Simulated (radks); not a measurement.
Values are calculated unless marked as measured or tabulated.
Problem. Ionisation of Nb, [Kr] 4d4 5s1, to Nb+, [Kr] 4d4, under several functionals. Dirac Kohn-Sham, spin-unpolarised, spherical densities, finite nucleus; open shells are shared between the two j in proportion to 2j + 1; a radial shooting solver on a logarithmic mesh with Libxc functionals. The NIST Atomic Spectra Database gives 6.759 eV (measured). Rank these functionals by the error of their Delta-SCF ionisation energy: RPBE; HCTH/407; LDA (Slater exchange, VWN5 correlation); BLYP; XLYP; Wu-Cohen GGA.

Solution. From best to worst: XLYP 6.696 eV (-0.062); BLYP 6.669 eV (-0.090); Wu-Cohen GGA 6.637 eV (-0.122); LDA (Slater exchange, VWN5 correlation) 6.907 eV (+0.148); HCTH/407 6.591 eV (-0.168); RPBE 6.515 eV (-0.244). Spin polarisation and multiplet splitting are left out, so open shells lie too high by an amount that depends on their filling. Sharing an open shell by 2j + 1 raises it above the true ground level by a part of the spin-orbit splitting, which enters the differences from NIST.

Beside tabulated values, note that spin-unpolarised runs miss the spin-polarisation part of the exchange energy of open shells.
